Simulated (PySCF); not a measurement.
An element was calculated at PBE0 (PySCF 2.14, spin-free X2C, a triple-zeta basis, no spin-orbit coupling), in the ground configurations that NIST lists.

```
first ionisation energy  : 10.561 eV
second ionisation energy : 18.791 eV
third ionisation energy  : 30.441 eV
```

Question: Which element is it?

Answer: Iodine (I, Z = 53), in ANO-RCC-VTZP. NIST lists 10.451, 19.131, 29.57 ± 0.025 eV for these ionisation energies.
